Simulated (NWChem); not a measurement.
System meant: C2H5ClSi2; SMILES Cl[Si@H]1C=C[SiH2]1

Input file for NWChem:

```
start job
memory heap 200 mb stack 900 mb global 1100 mb
geometry units angstroms noautosym nocenter noautoz
  Cl     0.249650    -2.201663     0.336975
  Si    -0.128631    -0.400654    -0.631920
  C     -1.510416     0.641516     0.097644
  C     -0.899595     1.808586     0.422670
  Si     0.944253     1.556082     0.065464
  H     -0.279562    -0.736857    -2.078359
  H     -2.585081     0.459515     0.228701
  H     -1.442915     2.676676     0.820834
  H      1.565586     2.507581    -0.908014
  H      1.805484     1.494578     1.285600
end
basis spherical
  Cl library def2-svp
  Si library def2-svp
  C library def2-svp
  H library def2-svp
end
dft
  xc xtpss03 ctpss03
  iterations 150
end
property
  shielding
end
task dft property
```

End of the output:

```
 Vector   34  Occ=0.000000D+00  E=-1.510436D-02
              MO Center=  5.7D-01,  8.4D-01, -2.5D-01, r^2= 4.8D+00
   Bfn.  Coefficient  Atom+Function         Bfn.  Coefficient  Atom+Function
  ----- ------------  ---------------      ----- ------------  ---------------
    76      0.817061   5 Si py               53     -0.659826   4 C  s
    30      0.631073   2 Si py               75     -0.464583   5 Si px
   104      0.434430  10 H  s                22      0.409707   2 Si s
    29      0.389388   2 Si px               68     -0.300425   5 Si s
    84     -0.268153   6 H  s                21      0.228675   2 Si s

 center of mass
 --------------
 x =   0.02653744 y =  -0.13880493 z =   0.02399711

 moments of inertia (a.u.)
 ------------------
        1167.504388242615          21.086114331812          -1.049743648242
          21.086114331812         372.824470568088           8.814212359245
          -1.049743648242           8.814212359245        1361.181764268447

     Multipole analysis of the density
     ---------------------------------

     L   x y z        total         alpha         beta         nuclear
     -   - - -        -----         -----         ----         -------
     0   0 0 0     -0.000000    -31.000000    -31.000000     62.000000

     1   1 0 0     -0.260365     -0.381709     -0.381709      0.503053
     1   0 1 0      0.621002      0.452395      0.452395     -0.283788
     1   0 0 1     -0.114735     -0.311382     -0.311382      0.508028

     2   2 0 0    -37.177518   -102.278727   -102.278727    167.379936
     2   1 1 0     -0.351101      3.122868      3.122868     -6.596837
     2   1 0 1     -0.497026     -0.198909     -0.198909     -0.099209
     2   0 2 0    -39.857195   -300.412194   -300.412194    560.967194
     2   0 1 1      1.030452     -0.911241     -0.911241      2.852934
     2   0 0 2    -39.383724    -48.676255    -48.676255     57.968786

          -----------------------------------------
          Chemical Shielding Tensors (GIAO, in ppm)
          -----------------------------------------

 ------------------------------------------------------------------------
  xtpss03: d2 not coded                    0
 ------------------------------------------------------------------------
 ------------------------------------------------------------------------
  current input line :
    28: task dft property
 ------------------------------------------------------------------------
 ------------------------------------------------------------------------
 This error has not yet been assigned to a category
 ------------------------------------------------------------------------
 For more information see the NWChem manual at https://nwchemgit.github.io

0: xtpss03: d2 not coded:Received an Error in Communication
```

**Question.** Find the fault in this run and fix the input.

**Answer.** The program stopped with an error. Cause: this functional's second derivatives, which shieldings need, aren't coded here; the fix takes a hybrid GGA instead. This input runs:
```
start job
memory heap 200 mb stack 900 mb global 1100 mb
geometry units angstroms noautosym nocenter noautoz
  Cl     0.249650    -2.201663     0.336975
  Si    -0.128631    -0.400654    -0.631920
  C     -1.510416     0.641516     0.097644
  C     -0.899595     1.808586     0.422670
  Si     0.944253     1.556082     0.065464
  H     -0.279562    -0.736857    -2.078359
  H     -2.585081     0.459515     0.228701
  H     -1.442915     2.676676     0.820834
  H      1.565586     2.507581    -0.908014
  H      1.805484     1.494578     1.285600
end
basis spherical
  * library def2-svp
end
dft
  xc pbe0
  iterations 150
end
property
  shielding
end
task dft property
```
It converges to -1117.53980 Ha (PBE0/def2-SVP, GIAO).
